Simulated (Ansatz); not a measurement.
Geometry optimisation, RKS B3LYP-D4/def2-SVP in Ansatz.

The input (input.yaml):

```yaml
crystal:
  periodic: [false, false, false]
  atoms:
    - { symbol: C, position_ang: [-0.509, 1.387, -0.8096] }
    - { symbol: Al, position_ang: [-0.3508, -0.5077, -0.4137] }
    - { symbol: C, position_ang: [0.7593, -1.0755, 1.1021] }
    - { symbol: F, position_ang: [-1.1111, -1.7258, -1.4276] }
    - { symbol: H, position_ang: [-1.2212, 1.5473, -1.718] }
    - { symbol: H, position_ang: [-1.0018, 1.9632, 0.0535] }
    - { symbol: H, position_ang: [0.463, 1.8738, -1.0409] }
    - { symbol: H, position_ang: [0.2149, -1.6286, 1.8361] }
    - { symbol: H, position_ang: [1.2231, -0.1648, 1.6548] }
    - { symbol: H, position_ang: [1.6167, -1.7201, 0.7664] }
basis:
  gaussian: { orbitals: def2-SVP }
hamiltonian:
  xc: b3lyp
  dispersion: d4
relax:
  f_tol: 0.015
  max_steps: 40
output:
  orbitals: {}
```

Command:

```bash
$ ansatz run input.yaml --threads 1 --pin off --max-ram 2048MiB --backend cpu --events-out ev --progress --plain --runs-dir out
```

Q: Where does it end, and by what steps?

A: The run converged. After 5 steps the energy has fallen by 0.301 eV; F4 moved furthest, 0.18 Å.

```
step  energy less start (eV)  largest force component (eV/Å)  accepted
   0                  0.0000                           1.855       yes
   1                 -0.2516                           0.869       yes
   2                 -0.2938                           0.405       yes
   3                 -0.2994                           0.068       yes
   4                 -0.3005                           0.019       yes
   5                 -0.3006                           0.010       yes
```

```xyz
10
Properties=species:S:1:pos:R:3
C -0.568 1.416 -0.863
Al -0.291 -0.448 -0.367
C 0.798 -1.094 1.115
F -1.059 -1.617 -1.291
H -1.190 1.530 -1.765
H -1.061 1.968 -0.042
H 0.395 1.925 -1.045
H 0.188 -1.684 1.823
H 1.278 -0.279 1.682
H 1.593 -1.769 0.755
```

Time of the run: 25 s on 1 thread of Arm Neoverse V1 (shared host), peak memory 0.17 GiB.
